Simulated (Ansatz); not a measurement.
```xyz
7

C    -0.507    0.199   -0.830
Sn    1.059   -0.533    0.496
F     0.130   -1.603    1.804
F     1.556    0.999    1.556
H    -0.072    0.922   -1.516
H    -0.941   -0.648   -1.356
H    -1.225    0.665   -0.155
```

Total charge 0; spin multiplicity 2. Sn takes the def2 core potential.

Problem. List the ωB97M-V/def2-TZVPP orbital energies in eV (Ansatz). (Best estimate.)

Solution. Computed: α occupied: -676.23, -676.23, -282.46, -143.76, -98.38, -98.32, -98.27, -34.73, -34.54, -31.93, -31.88, -31.84, -31.68, -31.18, -23.03, -17.01, -15.01, -14.96, -14.20, -13.90, -13.75, -13.36, -13.12, -12.31, -9.21. α empty: 1.17, 1.41, 1.83, 3.10, 3.99, 4.16, 4.94, 5.25. β occupied: -676.17, -676.17, -282.32, -143.71, -98.30, -98.28, -98.25, -34.61, -34.41, -31.81, -31.79, -31.79, -31.55, -31.11, -22.75, -16.52, -14.87, -14.77, -13.94, -13.73, -13.52, -13.15, -13.05, -11.62. β empty: -2.34, 1.31, 1.55, 1.88, 3.22, 4.08, 4.23, 5.41. ⟨S²⟩ = 0.756.
